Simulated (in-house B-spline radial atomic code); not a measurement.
A fraction x of an electron is removed from 4d in Ag⁵⁺, starting from [Kr] 4d6 and keeping the highest spin. All numbers are computed (scalar-relativistic (X2C) BHandHLYP, spin-polarised, spherical fractional occupations; Fermi nucleus of rms radius 4.5454 fm) with a B-spline radial code for spherical atoms, not measured.

Caution: exact exchange at fractional occupations of open shells leaves self-interaction of up to several eV.

| x | E(x) - E(0) (eV) | 4d down level (eV) |
| --- | --- | --- |
| 0 | 0.0000 | -71.863 |
| 0.11 | 7.9959 | -73.518 |
| 0.2 | 14.6737 | -74.879 |
| 0.35 | 26.0766 | -77.163 |
| 0.41 | 30.7339 | -78.082 |
| 0.5 | 37.8234 | -79.465 |
| 0.51 | 38.6189 | -79.619 |
| 0.69 | 53.2010 | -82.409 |
| 0.78 | 60.6810 | -83.814 |
| 0.98 | 77.7582 | -86.964 |
| 1 | 79.5007 | - |

The exact functional would give a straight line between the two integer points. Deviations E(x) - E(0) - x[E(1) - E(0)], in eV: -0.749 at x = 0.11, -1.226 at x = 0.2, -1.749 at x = 0.35, -1.861 at x = 0.41, -1.927 at x = 0.5, -1.926 at x = 0.51, -1.654 at x = 0.69, -1.33 at x = 0.78, -0.152 at x = 0.98.

The curve lies below the straight line by up to 1.927 eV (at x = 0.5): convex, the delocalisation error, to which spherically averaged exact exchange adds.

Task: How well does Slater's transition state (minus the level at half occupation) give the ionisation energy?

Result: It gives 79.465 eV against 79.501 eV from the two total energies; NIST lists 82.00 eV, ground level to ground level. The end point has an open shell averaged over its orbitals, so its exact exchange keeps a self-interaction and this is no true integer point.
